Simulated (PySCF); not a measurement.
## Checking a proposed structure

A compound C6H14O gives the data below (simulated from a calculation) and was assigned the structure `CC(C)OC(C)C`.

¹³C{¹H} NMR (computed): δ 74.5 (C), 60.5 (CH2), 29.6 (CH3, 3C), 18.6 (CH3).

¹H NMR (400 MHz, computed): δ 3.58 (q, 2H), 1.25 (t, 3H), 1.24 (s, 9H).

Calculated, not measured (PySCF): coordinates at the GFN2-xTB level, GIAO PBE0/pcSseg-1 shieldings. One averaged value for each set of equivalent atoms, one conformer, in vacuum, non-relativistic.

Scale: TMS for ¹H and ¹³C (reference shieldings calculated alike).

(1) Compare with the shifts computed for the proposed structure, pairing carbons in order of shift.

(2) Which isomer fits?

## Answers

(1) Structure with atom numbers: `[CH3:1][CH:2]([CH3:3])[O:4][CH:5]([CH3:6])[CH3:7]` (H(Xn): hydrogen on atom n).

```json
{"atom": "C2", "computed for proposal": "71.9", "given list": "74.5", "difference": "-2.6"}
{"atom": "C5", "computed for proposal": "71.9", "given list": "60.5", "difference": "+11.4"}
{"atom": "C1", "computed for proposal": "24.5", "given list": "29.6", "difference": "-5.1"}
{"atom": "C3", "computed for proposal": "24.5", "given list": "29.6", "difference": "-5.1"}
{"atom": "C6", "computed for proposal": "24.5", "given list": "29.6", "difference": "-5.1"}
{"atom": "C7", "computed for proposal": "24.5", "given list": "18.6", "difference": "+5.9"}
```

The rms difference is 6.4 ppm and the largest +11.4 ppm at C5 (sp3 CH bonded to O). The proposal also would give 2 carbon signals, not 4. The carbon types in order of shift don't match either: CH, CH, CH3, CH3, CH3, CH3 for the proposal against C, CH2, CH3, CH3, CH3, CH3 in the data. The proposal doesn't fit.

(2) `O(CC)C(C)(C)C`.

Carbon types of the structure: 1 × C, 1 × CH2, 4 × CH3, which accounts for all hydrogens. δC 74.5: fully substituted sp3 carbon bonded to O; the inductive effect lowers its shielding. δC 60.5: sp3 CH2 bonded to O; the inductive effect lowers its shielding. δC 29.6, 18.6: methyl carbon; aliphatic region, no heteroatom directly attached. δH 3.58: hydrogen on an sp3 CH2 bonded to O; its carbon carries O, an electronegative neighbour.

Other isomers checked: CCOCC(C)C (rms 6.8 ppm).

The shifts were computed for this structure.

Shifts are as computed. Against solution values, carbons near 30 ppm lie about +3 ppm off and those near 130 ppm about +5 ppm. Of 1211 compounds with measured shifts, 218 miss one by over three times the rms of a fit or turn the order of signals round; such compounds aren't used in these exercises. No couplings were computed; multiplicities are counted from neighbouring protons, with m where these are inequivalent, close in shift, in a saturated or five-membered ring or joined by F or P, and br s for small geminal =CH2 splittings.
